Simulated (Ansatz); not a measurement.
CH7ClGe, singlet: a trajectory.

Input (in.yaml):

```yaml
crystal:
  periodic: [false, false, false]
  atoms:
    - {symbol: Ge, position_ang: [-0.161817, -0.054670, -1.161402]}
    - {symbol: C, position_ang: [0.570796, -0.995718, 0.380088]}
    - {symbol: H, position_ang: [-0.774052, 1.297684, -0.716961]}
    - {symbol: H, position_ang: [0.929304, 0.258573, -2.198024]}
    - {symbol: H, position_ang: [-1.283980, -0.863997, -1.831454]}
    - {symbol: H, position_ang: [-0.751787, 1.831928, 1.116054]}
    - {symbol: Cl, position_ang: [-0.666522, 2.060914, 2.378433]}
    - {symbol: H, position_ang: [-0.212676, -1.191432, 1.112732]}
    - {symbol: H, position_ang: [1.002671, -1.946200, 0.064518]}
    - {symbol: H, position_ang: [1.348062, -0.397080, 0.855916]}
basis:
  gaussian: {orbitals: def2-SVP}
hamiltonian: {xc: pbe0, dispersion: d4}
md: {n_steps: 30, timestep: -0.5, temperature: 500, ensemble: nve, seed: 858, initial_velocities: maxwell_boltzmann}
```

Command:

```bash
ansatz run in.yaml --threads 3 --pin off --events-out ev --progress --plain --max-ram 6092MiB
```

What Ansatz 0.2.0 printed:

```
Error: invalid value for `md.timestep`: must be finite and > 0; got -0.5 fs
```

The run took about 0.05 s on 3 CPU threads of an Intel Xeon (shared host).


The program refused the input. A timestep must be positive.